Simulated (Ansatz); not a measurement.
Gas-phase electronic energies from Ansatz, PBE0-D4/def2-TZVP geometries. CBS: MP2 limit from def2 TZ/QZ plus the TZ coupled-cluster correction, frozen cores. This one scheme is used for every species. Functionals use def2-TZVPP.

Reaction (ligand exchange at the Si–C bond): `C#C[SiH]1CS1` + HCl → `Cl[SiH]1CS1` + acetylene

| species | CAM-B3LYP-D4 energy (Eh) |
| --- | --- |
| `C#C[SiH]1CS1` | -804.36967 |
| HCl | -460.83237 |
| `Cl[SiH]1CS1` | -1187.90867 |
| `C#C` | -77.31558 |

**Question.** Work out ΔE.

**Answer.** ΔE = (-1187.90867) + (-77.31558) − (-804.36967) − (-460.83237) = -0.02221 Eh = -58.3 kJ/mol. CCSD(T)/CBS gives -57.6 kJ/mol.

Largest T1 diagnostic among the species: 0.013.

In def2-TZVPP, CCSD(T) changes the Hartree–Fock value by +9.6 kJ/mol (the triples alone add +1.4 kJ/mol) and MP2 by +8.8 kJ/mol. Leaving LDA and LC-ωPBE aside and taking each functional with its dispersion term where it has one, the values, not all of them listed here, spread over 7.6 kJ/mol, from ωB97M-V to revPBE-D4. From BLYP to BHLYP (50 % exact exchange), in def2-TZVPP and without D4, ΔE moves by −4.7 kJ/mol.
